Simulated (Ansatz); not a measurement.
Ansatz (a program for electronic structure) input (CCSD(T)/aug-cc-pV(D+d)Z):
A basis named .json is the Basis Set Exchange file of that set.

Ansatz 0.2 input:
```yaml
crystal:
  periodic: [false, false, false]
  atoms:
    - {symbol: C, position_ang: [2.23894907, 0.24184157, 0.83210954]}
    - {symbol: N, position_ang: [0.79851057, 0.41160155, 0.86303758]}
    - {symbol: B, position_ang: [-0.15646657, -0.02556513, -0.07231715]}
    - {symbol: Cl, position_ang: [0.36675785, -0.95932166, -1.52281675]}
    - {symbol: N, position_ang: [-1.53515486, 0.23265128, 0.05865862]}
    - {symbol: C, position_ang: [-2.15297356, 0.94826659, 1.15826058]}
    - {symbol: H, position_ang: [2.51786457, -0.31450577, -0.05907907]}
    - {symbol: H, position_ang: [2.59516359, -0.31410378, 1.70410455]}
    - {symbol: H, position_ang: [2.75639825, 1.20526700, 0.80620194]}
    - {symbol: H, position_ang: [0.46416134, 0.91287182, 1.67034830]}
    - {symbol: H, position_ang: [-2.16504406, -0.15482935, -0.62052684]}
    - {symbol: H, position_ang: [-2.13683669, 0.37604001, 2.09299319]}
    - {symbol: H, position_ang: [-3.19304783, 1.17158819, 0.92380718]}
    - {symbol: H, position_ang: [-1.65055286, 1.90354701, 1.33752720]}
basis:
  gaussian:
    orbitals: aug-cc-pV_D+d_Z.json
magnetization: {spin_polarized: false}
correlation: {method: ccsd_t, electrons: outside_noble_gas}
output: {forces: true}
```

End of the output:

```
coupled cluster: 7.09 GiB planned
cycle   1  -25.23449908 eV  change   -9.8e-1 eV  update   1.0e-1
cycle   2  -25.82214524 eV  change   -5.9e-1 eV  update   2.9e-2
cycle   3  -25.94499783 eV  change   -1.2e-1 eV  update   1.4e-2
cycle   4  -25.93919091 eV  change    5.8e-3 eV  update   3.5e-3
cycle   5  -25.93892732 eV  change    2.6e-4 eV  update   1.4e-3
cycle   6  -25.93900226 eV  change   -7.5e-5 eV  update   4.4e-4
cycle   7  -25.93880329 eV  change    2.0e-4 eV  update   1.5e-4
cycle   8  -25.93877664 eV  change    2.7e-5 eV  update   5.1e-5
cycle   9  -25.93878196 eV  change   -5.3e-6 eV  update   1.8e-5
cycle  10  -25.93877533 eV  change    6.6e-6 eV  update   6.1e-6
perturbative correction -0.87394969 eV, -0.0321170586 hartree
the calculation of the forces begins
1.30 GiB of device memory are held for the factors and their scratch space
Total energy: -18357.37234652 eV, -674.6209906608 hartree
Atom 0 at     2.238949     0.241842     0.832110 Å, force     0.068544     0.007240     0.022709 eV/Å
Atom 1 at     0.798511     0.411602     0.863038 Å, force     0.044562     0.096706     0.173984 eV/Å
Atom 2 at    -0.156467    -0.025565    -0.072317 Å, force     0.119705    -0.235425    -0.357459 eV/Å
Atom 3 at     0.366758    -0.959322    -1.522817 Å, force     0.063407    -0.090245    -0.139271 eV/Å
Atom 4 at    -1.535155     0.232651     0.058659 Å, force    -0.195086     0.008614    -0.096498 eV/Å
Atom 5 at    -2.152974     0.948267     1.158261 Å, force     0.042054     0.004529     0.090915 eV/Å
Atom 6 at     2.517865    -0.314506    -0.059079 Å, force     0.120090    -0.253159    -0.406112 eV/Å
Atom 7 at     2.595164    -0.314104     1.704105 Å, force     0.134261    -0.225671     0.352561 eV/Å
Atom 8 at     2.756398     1.205267     0.806202 Å, force     0.198813     0.391852    -0.011810 eV/Å
Atom 9 at     0.464161     0.912872     1.670348 Å, force    -0.161259     0.198709     0.316370 eV/Å
Atom 10 at    -2.165044    -0.154829    -0.620527 Å, force    -0.225763    -0.159522    -0.274654 eV/Å
Atom 11 at    -2.136837     0.376040     2.092993 Å, force     0.012367    -0.240190     0.376845 eV/Å
Atom 12 at    -3.193048     1.171588     0.923807 Å, force    -0.446664     0.090715    -0.112004 eV/Å
Atom 13 at    -1.650553     1.903547     1.337527 Å, force     0.224972     0.405848     0.064425 eV/Å
Dipole moment:    -0.177749     0.290854     0.473709 e Å
```
